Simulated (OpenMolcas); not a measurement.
P: from CASSCF to CASPT2

```yaml
Program: OpenMolcas 26.06
Basis: ANO-R1 [4s3p1d]
Scalar_Hamiltonian: X2C, finite nucleus
Active_space: 3 electrons in 3 orbitals (3p)
State_averaging: 2S+1 = 4 odd, 1 root; 2S+1 = 2 odd, 8 roots
Spin-orbit_coupling: RASSI with atomic mean-field integrals over the reference wave functions, term energies averaged over their components
```

Methods on the same reference wave functions:
A. CASSCF
B. SS-CASPT2, IPEA 0.25 Eh, imaginary shift 0.1 Eh (closed shells correlated: 2s 2p 3s)

Energies in cm-1 above 3s2 3p3 4S* 3/2, the measured ground level; measured values from NIST Handbook of Basic Atomic Spectroscopic Data.

```json
{"Level": "3s2 3p3 4S* 3/2", "A": "0.0", "B": "0.0", "Measured": "0.0"}
{"Level": "3s2 3p3 2D* 3/2", "A": "15752", "B": "14060", "Measured": "11361"}
{"Level": "3s2 3p3 2D* 5/2", "A": "15757", "B": "14060", "Measured": "11377"}
{"Level": "3s2 3p3 2P* 1/2", "A": "26190", "B": "22790", "Measured": "18723"}
{"Level": "3s2 3p3 2P* 3/2", "A": "26197", "B": "22800", "Measured": "18748"}
```

Deviations, from unrounded energies. A percentage is the sum of absolute deviations over the sum of measured energies, with the sign that they share, or ± where signs differ.

```
                        Against measurement  Levels      A      B
             mean absolute deviation (cm-1)       4   5900   3400
other terms of the ground configuration (%)       4  +39.3  +22.4
```

B lies closest to measurement on these levels. The largest miss of B in the table is 3s2 3p3 2P* 1/2, by +4100 cm-1. The ranking rests on the paired levels alone, and a cruder setting can come out closer through cancelling errors.

From A to B the spin-free energies of the other terms of 3s2 3p3 shown, above 4S*, scale by factors of 0.87 to 0.89.

The lowest spin-free term lies below A's lowest term by 0.073 hartree in B.

Term energies are means over components that CASPT2 splits; among the terms shown or strongly mixed into the levels shown the widest spread is 180 cm-1 (3s2 3p3 2D*, B). With the s shell closed, the reference lacks s² → p² mixing. Without dynamic correlation excited terms often stand tens of per cent too high (terms of higher spin than the ground term too low), and those without a measured partner can miss by more than the paired ones (holds for A). Some terms miss by over 15 % even with CASPT2, which points to a basis or an active space too small for the shells correlated (holds for B). Computed and measured levels are paired by configuration, term and J; levels that our copy of the source lacks, or whose pairing is in doubt (as where it misses far off the trend of its configuration), stay unpaired and out of the deviations. Only configurations of the active space appear.

* marks odd parity.
